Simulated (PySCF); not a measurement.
W(NH)(S)(OH)(NH2) (H4N2OSW), SMILES [NH]=[W]([OH])(=[S])[NH2], multiplicity 1. The structure is a stationary point at PBE0-D3(BJ)/def2-SVP. The multiplicity is an assumed one; no other spin state was optimised. The structure was generated by enumeration; whether it is a known compound was not checked. The def2 effective core potentials stand for the cores of W; spin–orbit coupling is left out. The values are those of a single conformer.

All values below come from PBE0-D3(BJ)/def2-SVP run with PySCF.

Harmonic wavenumbers (cm⁻¹): 180, 191, 204, 226, 229, 285, 375, 479, 525, 568, 599, 642, 681, 721, 736, 1021, 1511, 3589, 3648, 3697, 3926. Rotational constants (GHz): 3.197, 2.154, 1.989; symmetry number 1.

Work out the zero-point energy and the ideal-gas rigid-rotor harmonic-oscillator thermochemistry at 298.15 K and 1 atm.

ZPE = ½ Σ hcν = ½ × 24033 cm⁻¹ = 143.75 kJ/mol. H − E(el) = 166.32 kJ/mol. Entropy in J/(mol K): translation 178.28, rotation 115.28, vibration 69.56, total 363.13. G − E(el) = 58.05 kJ/mol. Cp = 120.25 J/(mol K).
